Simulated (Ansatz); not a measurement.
Geometry optimisation, RKS BHLYP-D4/6-31G* (Ansatz 0.2.0).

input.yaml

```yaml
crystal:
  periodic: [false, false, false]
  atoms:
    - { symbol: B, position_ang: [0.095838, -0.515786, -0.21802] }
    - { symbol: Cl, position_ang: [-0.246129, 0.453265, 2.674495] }
    - { symbol: H, position_ang: [1.079438, 0.134905, -0.307871] }
    - { symbol: F, position_ang: [-1.076402, -0.028185, -0.571918] }
    - { symbol: "N", position_ang: [0.145997, -1.898016, 0.286824] }
    - { symbol: H, position_ang: [-0.651269, -2.501548, 0.208352] }
    - { symbol: H, position_ang: [1.017773, -2.379696, 0.386219] }
    - { symbol: H, position_ang: [-0.145947, -0.793737, 2.231419] }
basis:
  gaussian: { orbitals: "6-31G*" }
hamiltonian:
  xc: { name: BHLYP }
  dispersion: d4
relax:
  f_tol: 0.03
  max_steps: 50
output:
  orbitals: {}
```

Run as:

```bash
$ ansatz run input.yaml --threads 2 --pin off --max-ram 3072MiB --backend cpu --events-out ev --progress --plain --runs-dir out
```

Where does it end, and by what steps?

The forces met the threshold. After 12 steps the energy has fallen by 0.252 eV; Cl2 moved furthest, 0.94 Å.

```tsv
step	energy less start (eV)	largest force component (eV/Å)	accepted
0	0.0000	2.279	yes
1	-0.1097	1.068	yes
2	-0.1109	1.392	yes
3	-0.1899	0.828	yes
4	-0.2173	0.777	yes
5	-0.2331	0.638	yes
6	-0.2424	0.361	yes
7	-0.2486	0.066	yes
8	-0.2506	0.130	yes
9	-0.2516	0.043	yes
10	-0.2519	0.111	yes
11	-0.2522	0.045	yes
12	-0.2522	0.021	yes
```

```xyz
8
Properties=species:S:1:pos:R:3
B 0.121 -0.571 -0.528
Cl -0.247 -0.184 3.362
H 1.123 0.001 -0.799
F -1.024 -0.181 -1.067
N 0.111 -1.634 0.389
H -0.698 -2.221 0.490
H 0.965 -2.076 0.674
H -0.131 -0.665 2.168
```

Whether the end is a true minimum wasn't checked by a vibrational analysis.

The run took 56 s on 2 threads of AMD EPYC (Zen 3), with other jobs on the host, peak memory 0.17 GiB.
